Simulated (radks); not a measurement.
Values are calculated unless marked as measured or tabulated.
Ca1.25+, 18.75 electrons, occupied as [Ne] 3s2 4s2 3p(up 2.5, down 2.25) (fractional occupations, a model configuration).

Code: a radial shooting solver on a logarithmic mesh with Libxc functionals. Model: non-relativistic Kohn-Sham, PBE, spin-polarised, spherical densities, point nucleus.

Energy parts (hartree):
| part | energy |
|---|---|
| total | -675.67345 |
| kinetic | 675.03361 |
| electron-nucleus | -1587.34989 |
| Hartree | 271.75834 |
| exchange-correlation | -35.11551 |

Orbitals (lengths in bohr, moments of r in powers of bohr; <r^-3> diverges for s and p1/2; r(90%) holds 90 % of the orbital's charge):
| orbital | occ. | eigenvalue (hartree) | <1/r> | r(90%) | <r^-3> | <r^2> |
|---|---|---|---|---|---|---|
| 1s up | 1 | -145.1759 | 19.54 | 0.138 | - | 0.008038 |
| 1s down | 1 | -145.1731 | 19.54 | 0.138 | - | 0.008038 |
| 2s up | 1 | -15.88072 | 4.010 | 0.570 | - | 0.1590 |
| 2s down | 1 | -15.87839 | 4.010 | 0.570 | - | 0.1589 |
| 2p up | 3 | -13.08551 | 3.938 | 0.541 | 183.5 | 0.1332 |
| 2p down | 3 | -13.08207 | 3.938 | 0.541 | 183.5 | 0.1332 |
| 3s up | 1 | -2.38056 | 1.237 | 1.68 | - | 1.465 |
| 3s down | 1 | -2.36727 | 1.236 | 1.68 | - | 1.468 |
| 3p up | 2.5 | -1.67579 | 1.126 | 1.85 | 21.23 | 1.714 |
| 3p down | 2.25 | -1.66322 | 1.125 | 1.85 | 21.19 | 1.720 |
| 4s up | 1 | -0.47389 | 0.4137 | 4.61 | - | 11.37 |
| 4s down | 1 | -0.47252 | 0.4125 | 4.62 | - | 11.43 |

The highest occupied level is 4s down at -12.858 eV. The electron density at the nucleus is 5334 e/bohr^3. The spin density at the nucleus is 0.01808 e/bohr^3 (1s -0.05803, 2s 0.02129, 3s 0.03132, 4s 0.02350), a Fermi contact field of 0.948 T. The density falls to 0.001 e/bohr^3 at r = 4.57 bohr. Spin moment in Bohr magnetons: 0.25. Summed over all electrons, <r^2> = 35.02 bohr^2, which gives a Langevin (diamagnetic) susceptibility term of -27.7 x 10^-6 cm^3/mol.
